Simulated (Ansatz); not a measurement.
Cost and result for the atomization energy of CH4BFGe (`F[B]1[CH2][GeH2]1`) (8 atoms, 8 bonds).

Total charge 0; spin multiplicity 1. Correlated methods include outer-core shells of Ge, which these sets cover unevenly. Scalar relativity is left out up to krypton. The structure was optimised at the PBE0-D4/def2-TZVP level. Program: Ansatz. All runs use 2 threads of an Arm Neoverse V2 on a shared host. Times are those of one run each, without the atoms' runs, and a repeat can differ threefold. Electronic energies, without spin–orbit coupling; frozen cores. CCSD(T)/CBS adds CCSD(T) − MP2 in def2-TZVPP to the MP2 limit, and its time is that of the two runs behind it. T1 = 0.013. With those shells the extrapolation isn't a true limit. B3LYP takes the VWN-RPA correlation (the form of Gaussian; ORCA's B3LYP/G).

CCSD(T)/CBS is a level of theory with its own doubt, some kJ/mol a heavy atom from the limit and from the frozen cores, so smaller differences don't rank the functionals.

| level | functions | atomization (kcal/mol) | difference from CCSD(T)/CBS | per bond |
| --- | --- | --- | --- | --- |
| CCSD(T)/CBS(def2) | – | 669.0 | 0.0 | 0.0 |
| B2PLYP/def2-TZVPP | 197 | 663.0 | -6.0 | -0.8 |
| ωB97M-V/def2-TZVPP (with forces) | 197 | 669.1 | 0.1 | 0.0 |
| CCSD(T)/def2-TZVPP | 197 | 654.5 | -14.5 | -1.8 |
| MP2/def2-QZVPP | 380 | 675.8 | 6.8 | 0.8 |
| LDA (SPW92)/def2-TZVPP | 197 | 775.5 | 106.5 | 13.3 |
| CCSD(T)/def2-SVP | 94 | 635.1 | -33.9 | -4.2 |
| B3LYP-D4/def2-TZVPP (with forces) | 197 | 667.9 | -1.1 | -0.1 |
| ωB97X-V/def2-TZVPP | 197 | 670.3 | 1.3 | 0.2 |
| PBE0-D4/def2-TZVPP | 197 | 672.3 | 3.3 | 0.4 |
| r2SCAN-D4/def2-TZVPP (with forces) | 197 | 677.2 | 8.2 | 1.0 |
| revPBE-D4/def2-TZVPP | 197 | 666.4 | -2.6 | -0.3 |
| PBE-QIDH/def2-TZVPP | 197 | 668.2 | -0.8 | -0.1 |

Q: Order the runs by time, with rough figures. (An estimate is asked.)

A: The calculation gave: LDA (SPW92)/def2-TZVPP 1.6 s; revPBE-D4/def2-TZVPP 2.7 s; PBE0-D4/def2-TZVPP 3.9 s; B3LYP-D4/def2-TZVPP (with forces) 6 s; r2SCAN-D4/def2-TZVPP (with forces) 7 s; CCSD(T)/def2-SVP 7 s; B2PLYP/def2-TZVPP 7.5 s; PBE-QIDH/def2-TZVPP 7.5 s; ωB97X-V/def2-TZVPP 11 s; ωB97M-V/def2-TZVPP (with forces) 17 s; MP2/def2-QZVPP 27 s; CCSD(T)/def2-TZVPP 2.1 min; CCSD(T)/CBS(def2) 2.6 min.

From BLYP to BHLYP (50 % exact exchange), in def2-TZVPP and without D4, the atomization energy moves by −16.6 kcal/mol: exact exchange takes away binding that semilocal exchange gives to molecules. The D4 term adds +5.2 kcal/mol with B3LYP and +2.7 kcal/mol with PBE0; it sums over pairs of atoms, weighted by their polarisabilities, and B3LYP, whose exchange is more repulsive, gets the larger term. At CCSD(T), def2-SVP lies −33.9 kcal/mol from the extrapolated value and def2-TZVPP −14.5 kcal/mol: correlation converges slowly with the basis, and small sets miss more of it in the bonded molecule than in its fragments.
